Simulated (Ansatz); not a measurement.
An input meant for NiF2⁻ (charge -1, doublet).

```yaml
crystal:
  periodic: [false, false, false]
  atoms:
    - {symbol: Ni, position_ang: [-0.098953, 0.153809, -0.002330]}
    - {symbol: F, position_ang: [0.170608, -0.046216, 1.702386]}
    - {symbol: F, position_ang: [-0.016702, 0.032832, -1.650343]}
basis:
  gaussian: {orbitals: def2-TZVP}
total_charge: -1
magnetization: {spin_polarized: true, initial_magnetization: 1}
hamiltonian: {xc: {name: PBE0}}
scf: {omitted_lower_state_checks: [starts]}
relax: {f_tol: 0.001, max_steps: 3}
```

```sh
$ ansatz run in.yaml --threads 2 --pin off --events-out ev --progress --plain --max-ram 4352MiB
```

Output, abridged:

```
Functional definition: PBE0
850 factors; their error is unknown
mean field evaluation 1: about -46464.6847 eV, gradient 5.8e1 eV
mean field evaluation 2: about -46404.3654 eV, gradient 1.9e2 eV
mean field evaluation 4: about -46470.8012 eV, gradient 1.1e1 eV
mean field evaluation 8: about -46471.1284 eV, gradient 1.2e-1 eV
mean field evaluation 16: about -46471.2562 eV, gradient 3.1e-3 eV
mean field evaluation 32: about -46471.2562 eV, gradient 3.5e-5 eV
mean field -46471.25621041 eV, -1707.7871663838 hartree, gradient 4.9e-6 eV, S^2 0.779518; 0 other end points of the search recorded, 0 dependent functions left out
reference -46471.25624287 eV, -1707.7871675765 hartree; 24, 23 occupied and 83, 84 virtual orbitals, 850 factors
relax step   1: F+E_penalty+E_count = -46471.25621041 eV  Δ(F+E_penalty+E_count) = +0.000e0 eV  max|allowed force component| = 3.571e0 eV/Å  Δτ_max = 0.0000 Å  (69 SCF iters, accepted)
850 factors; their error is unknown
mean field -46471.43332158 eV, -1707.7936750992 hartree, gradient 7.5e-6 eV, S^2 0.780103; 0 other end points of the search recorded, 0 dependent functions left out
reference -46471.43335437 eV, -1707.7936763044 hartree; 24, 23 occupied and 83, 84 virtual orbitals, 850 factors
relax step   2: F+E_penalty+E_count = -46471.43332158 eV  Δ(F+E_penalty+E_count) = -1.771e-1 eV  max|allowed force component| = 1.938e0 eV/Å  Δτ_max = 0.0482 Å  (72 SCF iters, accepted)
850 factors; their error is unknown
mean field evaluation 64: about -46471.5582 eV, gradient 2.2e-5 eV
mean field -46471.55818407 eV, -1707.7982637111 hartree, gradient 9.6e-6 eV, S^2 0.780034; 0 other end points of the search recorded, 0 dependent functions left out
reference -46471.55821639 eV, -1707.7982648989 hartree; 24, 23 occupied and 83, 84 virtual orbitals, 850 factors
relax step   3: F+E_penalty+E_count = -46471.55818407 eV  Δ(F+E_penalty+E_count) = -1.249e-1 eV  max|allowed force component| = 4.014e-2 eV/Å  Δτ_max = 0.1297 Å  (183 SCF iters, accepted)
Error: geometry relaxation did not converge after 3 steps: max|allowed force component| = 4.01e-2 eV/Å (threshold 1.0e-3). Raise `relax.max_steps` over both its present limit and 3, loosen `relax.f_tol`, or start from a geometry closer to equilibrium. Where this run's directory can be resumed (`checkpoint.write`), a resume goes on for up to `relax.max_steps` more
```

(1) Something in this input is off. What?

Answers

(1) The relaxation is allowed too few steps for its threshold. The SCF steps converged, but the relaxation ran out of steps.
